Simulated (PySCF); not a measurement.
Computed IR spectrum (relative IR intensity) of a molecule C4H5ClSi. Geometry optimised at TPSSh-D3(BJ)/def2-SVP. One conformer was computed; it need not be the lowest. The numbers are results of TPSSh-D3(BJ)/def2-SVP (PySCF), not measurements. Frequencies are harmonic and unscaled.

Lines under 2 % of the strongest are left out, and lines within 2 cm⁻¹ are merged.

```json
[
 {"ν (cm⁻¹)": "534", "relative intensity": "23"},
 {"ν (cm⁻¹)": "613", "relative intensity": "20"},
 {"ν (cm⁻¹)": "666", "relative intensity": "13"},
 {"ν (cm⁻¹)": "689", "relative intensity": "11"},
 {"ν (cm⁻¹)": "737", "relative intensity": "15"},
 {"ν (cm⁻¹)": "751", "relative intensity": "13"},
 {"ν (cm⁻¹)": "868", "relative intensity": "100"},
 {"ν (cm⁻¹)": "957", "relative intensity": "9.8"},
 {"ν (cm⁻¹)": "968", "relative intensity": "19"},
 {"ν (cm⁻¹)": "1620", "relative intensity": "12"},
 {"ν (cm⁻¹)": "2275", "relative intensity": "15"},
 {"ν (cm⁻¹)": "2279", "relative intensity": "32"},
 {"ν (cm⁻¹)": "3470", "relative intensity": "23"}
]
```

Q: Pick the molecule that these values belong to.
A. C#C[Si@H](Cl)C=C
B. C#C[SiH2]/C=C/Cl
C. C#C/C=C\[SiH2]Cl
D. C#C/C([SiH3])=C\Cl

A: C, C#C/C=C\[SiH2]Cl
